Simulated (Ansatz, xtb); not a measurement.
# Two isomers of GeH8OSi2

Structure X is `[OH][GeH]([SiH3])[SiH3]`, a singlet and structure Y is `O[Si@@H]([SiH3])[GeH3]`, a singlet. Both are isolated molecules in the gas phase, relaxed with r2SCAN-D4/def2-SVP; the shapes shown needn't be the lowest conformers.

X (Å):

```xyz
12

Ge   -1.2018    0.4409    0.5679
O    -1.7263    2.0226   -0.1220
Si   -2.6155    0.1469    2.4590
Si    1.1189    0.5400    1.1412
H    -1.2135    2.2509   -0.9092
H    -1.4346   -0.6764   -0.4815
H    -4.0526    0.1473    2.0538
H    -2.2883   -1.1612    3.1056
H    -2.3729    1.2452    3.4412
H     1.5791   -0.7842    1.6630
H     1.9401    0.8935   -0.0587
H     1.3383    1.5792    2.1922
```

Y (Å):

```yaml
atoms:
  - { symbol: Ge, position_ang: [0.9103, -0.0175, 0.7334] }
  - { symbol: O, position_ang: [-0.8456, 1.5845, 3.1310] }
  - { symbol: Si, position_ang: [-1.0743, 0.3543, 2.0091] }
  - { symbol: Si, position_ang: [-2.8371, 1.0304, 0.6244] }
  - { symbol: H, position_ang: [-0.1115, 1.4649, 3.7460] }
  - { symbol: H, position_ang: [-1.4292, -0.9460, 2.6745] }
  - { symbol: H, position_ang: [-2.4674, 2.2809, -0.1061] }
  - { symbol: H, position_ang: [-3.0965, -0.0504, -0.3777] }
  - { symbol: H, position_ang: [-4.0867, 1.2732, 1.4079] }
  - { symbol: H, position_ang: [2.1078, -0.3098, 1.6583] }
  - { symbol: H, position_ang: [0.7517, -1.2139, -0.2205] }
  - { symbol: H, position_ang: [1.2684, 1.2207, -0.1055] }
```

Quicker runs give these differences E(Y) − E(X): GFN2-xTB +6.8 kJ/mol; HF/STO-3G −15.8 kJ/mol (at GFN2-xTB geometries); r2SCAN-D4/def2-SVP//GFN2-xTB −35.2 kJ/mol.

**Question.** Which of the two would you expect CCSD(T)/def2-SVP + ΔMP2/def2-TZVPP electronic energies to favour?

**Answer.** Structure Y; the calculation gives E(Y) − E(X) = −42.1 kJ/mol.

The same difference at several levels:

```csv
level,geometry,E(Y) − E(X) (kJ/mol),departure from the last row (kJ/mol),"job, with rough time for the two"
GFN2-xTB,GFN2-xTB,+6.8,+49.0,"optimisation, 0.18 s"
HF/STO-3G,GFN2-xTB,−15.8,+26.4,"single point, 0.38 s"
r2SCAN-D4/def2-SVP//GFN2-xTB,GFN2-xTB,−35.2,+6.9,"single point, 2.3 s"
r2SCAN-D4/def2-SVP,r2SCAN-D4/def2-SVP,−40.5,+1.6,"optimisation, 35 s"
HF/def2-SVP,r2SCAN-D4/def2-SVP,−39.6,+2.6,part of the CCSD(T) run
MP2/def2-SVP,r2SCAN-D4/def2-SVP,−36.2,+6.0,part of the CCSD(T) run
CCSD(T)/def2-SVP,r2SCAN-D4/def2-SVP,−36.1,+6.1,single point
CCSD(T)/def2-SVP + ΔMP2/def2-TZVPP,r2SCAN-D4/def2-SVP,−42.1,,"single point, 26 s"
```

As drawn, Y has 1 O–Si, 1 Si–Si, 2 Ge–H in place of 1 Ge–O, 1 Ge–Si, 2 Si–H.

GFN2-xTB puts the two in the other order. The largest departure from CCSD(T)/def2-SVP + ΔMP2/def2-TZVPP is that of GFN2-xTB, 49.0 kJ/mol. The last row adds to CCSD(T) the change of the MP2 difference between the two basis sets, here −6.1 kJ/mol.

With thermal terms from frequencies at re-optimised GFN2-xTB minima (ideal gas, soft modes damped towards free rotors, one conformer each, 298.15 K, 1 atm): on the last row, ΔE + ΔZPE = −40.0, ΔH = −40.6, ΔG = −40.3 kJ/mol.

The correlated steps freeze 20 core orbitals; the filled d shell of Ge is correlated, in a basis made for valence electrons. Mirror images aren't counted in ΔG. Programs: Ansatz 0.2.0, xtb 6.7.1; the last row on 2 threads of Intel(R) Xeon(R) 6975P-C (Granite Rapids) on a shared host.
